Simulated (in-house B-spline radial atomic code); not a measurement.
Ionising neutral indium with different functionals

Computed with a B-spline radial code for spherical atoms: four-component Dirac-Coulomb Hamiltonian, Fermi nucleus of rms radius 4.6156 fm, spin-restricted, spherical fractional occupations for the functionals, and exact exchange of hybrids averaged over the configuration. The ionisation energy is the difference of two self-consistent energies, [Kr] 4d10 5s2 5p1 → [Kr] 4d10 5s2, without Breit or QED terms; ε is the level of the shell that loses the electron (mean over j). The electron is taken from both j subshells in proportion to 2j + 1, so the result is a j average, not the step between ground levels.

```
   method                    rung  ΔSCF (eV)  -ε(5p) (eV)
BHandHLYP           global hybrid          ?            ?
    B97-1           global hybrid          ?            ?
    B3LYP           global hybrid       5.57         3.28
    wB97X  range-separated hybrid       5.69         5.52
```

Problem. What does B97-1 give?

Solution. ΔSCF 5.39 eV, and -ε(5p) = 3.18 eV.

Problem. What does BHandHLYP give?

Solution. ΔSCF 5.55 eV, and -ε(5p) = 4.17 eV.

Problem. Among the functionals, which spreads more, the ΔSCF values or the orbital energies?

Solution. The orbital energies: ΔSCF values span about 0.30 eV and the orbital energies 2.35 eV; here energy differences depend much less on the functional than eigenvalues do.

Problem. How do they compare with the NIST value?

Solution. NIST lists 5.786 eV (measured, ground level to ground level). Errors run from -0.39 to -0.09 eV; wB97X is closest (-0.09 eV), but part of that can be cancellation, since the calculations leave out Breit-QED terms, spin polarisation, the choice among j levels, multiplet and fine-structure energies.
